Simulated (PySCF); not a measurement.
# Li⁺ (lithium, charge +1) across methods

1s2, closed-shell 1S. Calculation: PySCF 2.14, in aug-cc-pVTZ; no relativity, point nucleus.

| method | E (hartree) | mean ε 1s (eV) | Σ⟨r²⟩ (bohr²) | ⟨S²⟩ |
| --- | --- | --- | --- | --- |
| PBE0 | -7.2620 | -64.430 | 0.9044 | 0.000 |
| UHF | -7.23638 | -75.984 | 0.8907 | 0.000 |
| r2SCAN0 | -7.2801 | -65.538 | 0.8962 | 0.000 |
| PW91 | -7.2667 | -60.505 | 0.9109 | 0.000 |
| PBE | -7.2558 | -60.318 | 0.9116 | 0.000 |
| CAM-B3LYP | -7.2648 | -65.931 | 0.9100 | 0.000 |
| r2SCAN | -7.2813 | -61.865 | 0.8989 | 0.000 |
| B3LYP | -7.2854 | -63.981 | 0.9069 | 0.000 |

Task: Estimate the same row for LDA.

Result: E (hartree) = -7.1423; mean ε 1s (eV) = -59.525; Σ⟨r²⟩ (bohr²) = 0.9303; ⟨S²⟩ = 0.000.
